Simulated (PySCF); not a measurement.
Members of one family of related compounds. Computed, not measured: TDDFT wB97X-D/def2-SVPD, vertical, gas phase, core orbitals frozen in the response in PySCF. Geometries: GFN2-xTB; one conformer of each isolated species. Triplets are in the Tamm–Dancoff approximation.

Task: Rank by computed HOMO–LUMO gap, lowest first.
A. `Cl[C@H]1CC[SiH2]O[SiH2]1`
B. `Cl[C@H]1[SiH2]C[SiH2][SiH2]1`
C. `O=C1C[C@H](Cl)[SiH2][SiH2]1`
D. `[C@@H]1(Cl)C[SiH2][SiH2][SiH2]1`

Result: C (8.77 eV), D (10.47 eV), B (10.72 eV), A (11.21 eV).

| SMILES | gap (eV) | HOMO (eV) | f (S1) | T1 (eV) | α (au) | LUMO (eV) | S1 mainly |
| --- | --- | --- | --- | --- | --- | --- | --- |
| O=C1C[C@H](Cl)[SiH2][SiH2]1 | 8.77 | -8.88 | 0.000 | 2.71 | 105.0 | -0.11 | H→L (89%) |
| Cl[C@@H]1C[SiH2][SiH2][SiH2]1 | 10.47 | -9.52 | 0.006 | 5.57 | 117.8 | 0.95 | H→L+1 (74%) |
| Cl[C@H]1[SiH2]C[SiH2][SiH2]1 | 10.72 | -9.58 | 0.006 | 5.51 | 114.2 | 1.14 | H→L (82%) |
| Cl[C@H]1CC[SiH2]O[SiH2]1 | 11.21 | -9.65 | 0.007 | 6.12 | 97.0 | 1.56 | H→L (67%) |

H and L stand for HOMO and LUMO.

- `O=C1C[C@H](Cl)[SiH2][SiH2]1`: Löwdin shares by element: HOMO oxygen 46%, carbon 27% or more, silicon 14% or more; LUMO carbon 27% or more, silicon 22%, oxygen 22% (atoms not listed hold the other 29%).
- `Cl[C@@H]1C[SiH2][SiH2][SiH2]1`: Löwdin shares by element: HOMO silicon 36% or more, chlorine 18%, carbon 14% or more (atoms not listed hold the other 32%); LUMO silicon 62%, hydrogen 7% or more (atoms not listed hold the other 31%).
- `Cl[C@H]1[SiH2]C[SiH2][SiH2]1`: Löwdin shares by element: HOMO chlorine 46%, carbon 24% or more, silicon 19% or more; LUMO silicon 36% or more, chlorine 17%, carbon 10% or more (atoms not listed hold the other 37%).
- `Cl[C@H]1CC[SiH2]O[SiH2]1`: Löwdin shares by element: HOMO chlorine 30%, carbon 20% or more, oxygen 12%, silicon 10% or more (atoms not listed hold the other 28%); LUMO silicon 35%, chlorine 14%, oxygen 8% (atoms not listed hold the other 43%).
